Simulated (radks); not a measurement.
Task: The praseodymium ion Pr57+, [He]. All-electron calculation, non-relativistic Kohn-Sham, exchange-only PBE, spin-polarised, spherical densities, point nucleus. Program: a radial shooting solver on a logarithmic mesh with Libxc functionals. Every spin shell is full or empty, so the densities are truly spherical. Functionals are evaluated on that one density, not self-consistently. Rank these exchange functionals by their error against the exact value of the orbitals, and give that value: LDA, PBEsol, RPBE, PW86, B86b, TPSS, revTPSS, TASK, MVS.

Result: Exact: -36.6401 hartree. From best to worst, with 100 (|E| - |E exact|)/|E exact| (equal figures are ties): revTPSS +0.01, TPSS +0.01, TASK +0.01, MVS +0.02, PW86 -0.33, RPBE -0.39, B86b -1.12, PBEsol -6.32, LDA -14.22.
